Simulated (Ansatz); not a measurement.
Tuning the range parameter of LC-ωPBE so that −HOMO meets the ionisation energy; basis def2-SVP, Ansatz. System: cyclo-(F2GeNMe)3 (C3H9F6Ge3N3). Charge 0, multiplicity 1. Geometry: PBE-D4/def2-SVP. The ionised state is a doublet.

Geometry of the singlet:

```xyz
24

Ge   -1.0387    0.8107    1.3335
F    -2.7033    1.3387    1.4046
F    -0.4784    1.2316    2.9348
N    -0.0487    1.7436    0.1302
C     0.0916    3.2031    0.3190
Ge    0.6945    0.9800   -1.3459
F     2.1678    1.8425   -1.7194
F    -0.2604    1.2459   -2.7868
N     1.1134   -0.7752   -1.1043
C     2.2000   -1.3622   -1.9167
Ge    0.1944   -1.8649    0.0211
F     1.3559   -2.7500    0.9817
F    -0.6271   -3.1671   -0.8064
N    -1.0687   -0.9758    0.9846
C    -2.1586   -1.7751    1.5902
H     1.0141    3.5588   -0.1807
H    -0.7742    3.7653   -0.0904
H     0.1874    3.4353    1.3990
H     2.7491   -2.1187   -1.3203
H     2.9239   -0.5733   -2.2009
H     1.8197   -1.8457   -2.8413
H    -3.0735   -1.1564    1.6719
H    -1.8905   -2.1486    2.6010
H    -2.3897   -2.6425    0.9416
```

```json
{"ω (1/bohr)": "0.1", "HOMO (eV)": "-8.09", "LUMO (eV)": "-0.93", "vertical IE (eV)": "9.17", "HOMO + IE (eV)": "1.08"}
{"ω (1/bohr)": "0.15", "HOMO (eV)": "-8.74", "LUMO (eV)": "-0.38", "vertical IE (eV)": "9.38", "HOMO + IE (eV)": "0.65"}
{"ω (1/bohr)": "0.2", "HOMO (eV)": "-9.31", "LUMO (eV)": "0.07", "vertical IE (eV)": "9.64", "HOMO + IE (eV)": "0.33"}
```

Question: Estimate the row for 0.3 bohr⁻¹.

Answer: 
```csv
ω (1/bohr),HOMO (eV),LUMO (eV),vertical IE (eV),HOMO + IE (eV)
0.3,-10.24,0.74,10.11,-0.13
```

Question: Where does the tuning condition hold?

Answer: Near ω = 0.27 bohr⁻¹, by linear interpolation.
